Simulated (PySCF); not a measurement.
Compound: C8H9O2 (charge -1).
Atom-mapped SMILES: `[CH3:1][C:2]#[C:3][CH2:4]/[C:5]([O-:6])=[CH:7]/[C:8]([CH3:9])=[O:10]` (hydrogens: H11, H12, H13 on C1; H14, H15 on C4; H16 on C7; H17, H18, H19 on C9)

Jobs on this species (19 atoms, 74 electrons) with PySCF (density fitting). Hardware of each: an Arm Neoverse V1 with one thread, no GPU, on a shared host. The host was shared with other jobs, so the times are rough. Peak memory is the resident size of the whole Python process, interpreter and libraries included.

```
                 level and settings                                         work  basis functions  SCF cycles  wall time  peak memory
 PBE0-D3(BJ)/def2-SVP, grid level 1  geometry optimisation from a GFN2-xTB start              185           ?          ?            ?
    PBE0/pcSseg-1, IEF-PCM methanol                                   shieldings              215          15       38 s      1.1 GiB
PBE0/pcSseg-1, IEF-PCM acetonitrile      shieldings, charges and field gradients              215          15       41 s      1.2 GiB
```

Fill in the missing figures.

- PBE0-D3(BJ)/def2-SVP, grid level 1; geometry optimisation from a GFN2-xTB start: 7.6 min, 0.77 GiB, 198 SCF cycles

What do all jobs in the table cost together?

About 8.9 min; the longest takes about 85 % of that, and about 12 times as long as the shortest.
